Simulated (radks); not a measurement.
Task: K III, 17 electrons, occupied as [Ne] 3s1.75 3p5 4f0.25 (fractional occupations, a model configuration). Method: Dirac Kohn-Sham, exchange-only PBE, spin-unpolarised, spherical densities, finite nucleus; open shells fill j = l - 1/2 first; Fermi nuclear charge, rms radius 3.4349 fm; computed with a radial shooting solver on a logarithmic mesh with Libxc functionals. Some entries of the table are withheld. Estimate them.

orbital  occ.  eigenvalue (eV)  <r^2> (bohr^2)
1s1/2       2        -3549.245        0.008836
2s1/2       2              (1)          0.1780
2p1/2       2        -307.9259             (2)
2p3/2       4        -305.0260             (3)
3s1/2    1.75         -57.9977           1.733
3p1/2       2         -41.0188           2.103
3p3/2       3         -40.7129           2.125
3d3/2       0              (4)           4.204
3d5/2       0              (5)           4.214
4s1/2       0         -15.2636           12.67
4f5/2    0.25          -4.7587           54.38
4f7/2       0          -4.7587           54.38

Result: 
(1) 2s1/2 eigenvalue (eV): -379.0802
(2) 2p1/2 <r^2> (bohr^2): 0.1508
(3) 2p3/2 <r^2> (bohr^2): 0.1528
(4) 3d3/2 eigenvalue (eV): -16.8461
(5) 3d5/2 eigenvalue (eV): -16.8281
